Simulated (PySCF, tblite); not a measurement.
A set of runs on `CO[CH][C@@H](F)C(F)(F)F` [radical]; the geometry of each is named by its level. Settings lines and outputs come from a driver script.

C₄H₅F₄O (doublet state).
Atom-mapped SMILES: `[CH3:1][O:2][CH:3][C@@H:4]([F:5])[C:6]([F:7])([F:8])[F:9]` (hydrogens: H10, H11, H12 on C1; H13 on C3; H14 on C4)

Step 1: GFN2-xTB geometry optimisation, gas phase (tblite 0.8.0) (from a force-field or distance-geometry start)
```json
{"job": {"kind": "relax", "xc": "GFN2-xTB", "basis": "xTB"}, "charge": 0, "multiplicity": 2}
```
```
step      E/eV     max force
  0    -926.04368    1.487
  1    -926.11176    0.458
  2    -926.12620    0.370
...
 78    -926.16474    0.018
 79    -926.16479    0.020
 80    -926.16483    0.016
 81    -926.16487    0.014
 82    -926.16489    0.009
```

Energy lowered by 2.8 kcal/mol over 82 steps; largest atomic force 0.009 eV/Å at the end. «max force» is the largest atomic force in eV/Å.

Step 2: GFN2-xTB harmonic vibrations, gas phase (tblite 0.8.0) (on the GFN2-xTB geometry)
```json
{"job": {"kind": "ir", "xc": "GFN2-xTB", "basis": "xTB"}, "charge": 0, "multiplicity": 2}
```
```
(table of modes left out)
```

36 modes from 39 to 3117 cm⁻¹ (unscaled, harmonic); zero-point energy 54.6 kcal/mol; all wavenumbers are real at this level.

Step 3: UKS B3LYP, pcH-1 on C F H O, non-relativistic, mean-field spin-orbit, GIAO (PySCF 2.14.0) (on the GFN2-xTB geometry)
```json
{"job": {"kind": "epr", "basis": "pcH-1"}, "charge": 0, "multiplicity": 2}
```
```
...
E = -629.99690761 Eh   <S^2> = 0.7535 (exact 0.7500)
g shifts (ppm)      1          2          3
  rmc          -221       -221       -221
  gc             13         81         50
  oz_so        -111        967       2171
  total        -319        827       2000
hyperfine (MHz)  atom isotope    a_iso     a_fc   dipolar eigenvalues
    0   13C      -6.46      -6.46     -1.77     -0.92      2.69
    1   17O     -26.70     -26.70    -77.86     37.49     40.37
    2   13C      84.01      84.01    -71.77    -71.08    142.85
    3   13C     -11.78     -11.78     -2.42      0.84      1.57
    4   19F     314.62     314.62   -109.15   -100.27    209.42
    5   13C      26.27      26.27     -2.63     -1.33      3.96
    6   19F       2.68       2.68     -8.30     -1.51      9.81
    7   19F      15.57      15.57    -11.22    -10.32     21.54
    8   19F      30.71      30.71    -13.03    -11.20     24.24
    9    1H      16.73      16.73     -3.62     -3.31      6.93
   10    1H      -1.84      -1.84     -3.53     -2.80      6.33
   11    1H      17.27      17.27     -3.92     -3.39      7.31
   12    1H     -56.57     -56.57    -33.64     -0.98     34.62
   13    1H      -0.12      -0.12     -5.63     -3.97      9.60
```

⟨S²⟩ 0.753; g_iso 2.0032. rmc, gc and oz_so are the mass-correction, gauge-correction and orbital-Zeeman/spin–orbit parts of the g shift along its three principal axes; a_iso is the isotropic hyperfine coupling and a_fc its Fermi-contact part. The log counts atoms from 0, this text from 1.

Task: Which step took the most CPU time, and about what did each take on one thread, Arm Neoverse V2 (aarch64), no GPU, on a shared host?

Result: Step 3, about 99 % of the total. CPU time by step: 1: 0.36 s, 2: 0.32 s, 3: 77 s.

Geometry of the electronic-property runs (GFN2-xTB):
```
atom  x, y, z in Å
C1    -2.5254   -0.1714    0.2935
O2    -1.1893   -0.5516    0.5170
C3    -0.2766   -0.0825   -0.3680
C4     1.1079   -0.5389   -0.1959
F5     1.4933   -1.4677   -1.1755
C6     2.1061    0.6259   -0.3196
F7     1.9942    1.2723   -1.4823
F8     3.3747    0.2320   -0.2021
F9     1.8867    1.5279    0.6491
H10   -2.8762   -0.5230   -0.6819
H11   -3.1123   -0.6353    1.0839
H12   -2.6372    0.9163    0.3427
H13   -0.5929    0.4300   -1.2598
H14    1.2462   -1.0344    0.7717
```

 (This holds for the electronic-property runs.)

One conformer stands for the species.
